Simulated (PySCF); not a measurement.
**Question.** Give a PBE0-D3(BJ)/def2-SVP geometry of `[BH3-][S@+](C)CF`.

**Answer.** 
Z-matrix in Å and degrees, rows numbered from 1:
```
B 
S   1  1.9472
C   2  1.7993  1  104.84
C   2  1.8141  1  100.78  3  -102.74
F   4  1.3540  2  111.07  1   172.82
H   1  1.2226  2  105.35  3    51.79
H   1  1.2204  2  102.68  3   172.97
H   1  1.2191  2  102.39  3   -68.94
H   3  1.0976  2  109.09  1  -164.77
H   3  1.0992  2  109.57  1   -42.36
H   3  1.0976  2  106.81  1    76.34
H   4  1.1020  2  108.07  1    51.45
H   4  1.1010  2  105.71  1   -66.58
```

S2 (sulfur bonded to B and 2 C) is pyramidal (angles 104.8°, 100.8° and 99.3°, sum 304.9°, 0.83 Å off the plane of its three neighbours). Of the pairs four or more bonds apart, F5···H9 is among the closest relative to their van der Waals radii: 2.75 Å, 103 % of the sum of Bondi's values. B1 (four-coordinate boron) is distorted tetrahedral (angles from 102.4° to 115.4°).

Method used: PySCF, PBE0-D3(BJ)/def2-SVP geometry optimisation, gas phase.

Point group: C1 (no symmetry element, even within 0.4 Å). No frequency check. The numbers are those of one conformer (B1–S2–C4–F5 173°).

The run took 42 s wall on one thread of an Arm Neoverse V2, shared host with 96 logical CPUs at a one-minute load of 46, and the process peaked at 0.48 GiB of memory. That covers the optimisation of the geometry.
